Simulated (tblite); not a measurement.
Problem. Give a GFN2-xTB geometry of `C/C=N/C/C=N/C`.

Solution. 
```xyz
17
C5H10N2 angstrom
C      3.1062    0.8682    0.6282
C      1.7959    0.2422    0.9436
N      0.7169    0.8442    0.7318
C     -0.5363    0.2103    1.0284
C     -1.3266    0.0814   -0.2357
N     -1.8869   -0.9967   -0.5414
C     -2.6378   -1.1070   -1.7521
H      3.7182    0.9200    1.5276
H      3.6380    0.2577   -0.1007
H      2.9575    1.8667    0.2281
H      1.8366   -0.7714    1.3740
H     -0.4305   -0.7785    1.5004
H     -1.0829    0.8793    1.7044
H     -1.3553    0.9851   -0.8609
H     -3.6625   -1.3771   -1.4940
H     -2.6414   -0.1874   -2.3534
H     -2.2162   -1.9247   -2.3381
```

Any rigid rotation of these coordinates is as good. Atoms count from 1 in this order. The 4 C–N bonds span 1.253 Å (C5=N6, drawn double) to 1.435 Å (N3–C4, drawn single), a spread of 0.182 Å. Of the pairs four or more bonds apart, H11···H12 is among the closest relative to their van der Waals radii: 2.27 Å, 95 % of the sum of Bondi's values.

Bonds between heavy atoms (Å): C1–C2 1.486, C2=N3 1.254, N3–C4 1.435, C4–C5 1.496, C5=N6 1.253, N6–C7 1.429.

Structure optimised with GFN2-xTB, isolated species.

Point group: C1 (no symmetry element, even within 0.4 Å). Its GFN2-xTB frequencies are all real (lowest 39 cm⁻¹). One conformer, not necessarily the lowest (C2–N3–C4–C5 -119°, N3–C4–C5–N6 133°). 3 starts were optimised and ended at 0.00, 0.00 and 1.80 kcal/mol (GFN2-xTB); the lowest of these is shown.

The run took 0.61 s wall on Arm Neoverse V2, one thread, no GPU, shared host with 192 logical CPUs at a one-minute load of 13. That covers the optimisation of the geometry.

The numbers are calculated, not measured.
